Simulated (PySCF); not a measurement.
trans-(1R,2R)-1-chloro-2-fluorocyclopropane (C3H4ClF), SMILES F[C@@H]1C[C@H]1Cl.

The structure is a stationary point at PBE0-D3(BJ)/def2-SVP.

The numbers are results of PySCF with TDA-LC-ωPBE/def2-SVPD, not measurements.

Vertical excitations. 

Computed excitation energies, oscillator strengths and character:
```csv
state,energy (eV),λ (nm),f,main pairs
S1,7.24,171,0.000,HOMO→LUMO 74 %
S2,7.68,161,0.004,HOMO−1→LUMO 71 %
S3,8.66,143,0.009,"HOMO→LUMO+2 46 %, HOMO−2→LUMO 13 %, HOMO→LUMO+1 10 %"
S4,8.82,141,0.028,"HOMO→LUMO+1 38 %, HOMO−2→LUMO 20 %, HOMO−1→LUMO+2 12 %, HOMO→LUMO+3 9 %"
S5,9.01,138,0.046,"HOMO→LUMO+2 21 %, HOMO→LUMO+1 19 %, HOMO−1→LUMO+2 18 %, HOMO−2→LUMO 9 %"
S6,9.18,135,0.014,HOMO−1→LUMO+1 65 %
S7,9.47,131,0.002,HOMO→LUMO+3 59 %
S8,9.64,129,0.024,"HOMO−3→LUMO 17 %, HOMO→LUMO+5 12 %, HOMO→LUMO+2 10 %, HOMO→LUMO+4 10 %"
S9,9.70,128,0.009,"HOMO→LUMO+4 30 %, HOMO−2→LUMO 12 %, HOMO−1→LUMO+2 11 %, HOMO→LUMO+3 6 %"
S10,9.77,127,0.069,"HOMO−1→LUMO+2 24 %, HOMO→LUMO+5 13 %, HOMO−1→LUMO+3 9 %, HOMO−2→LUMO+1 7 %"
T1,6.43,193,0,HOMO→LUMO 65 %
T2,6.92,179,0,HOMO−1→LUMO 57 %
T3,8.08,153,0,"HOMO−2→LUMO 33 %, HOMO→LUMO+2 15 %, HOMO−1→LUMO 7 %"
T4,8.47,146,0,"HOMO→LUMO+2 21 %, HOMO→LUMO+1 16 %, HOMO−2→LUMO 11 %, HOMO−3→LUMO 8 %"
```
Triplets are in the Tamm–Dancoff approximation.
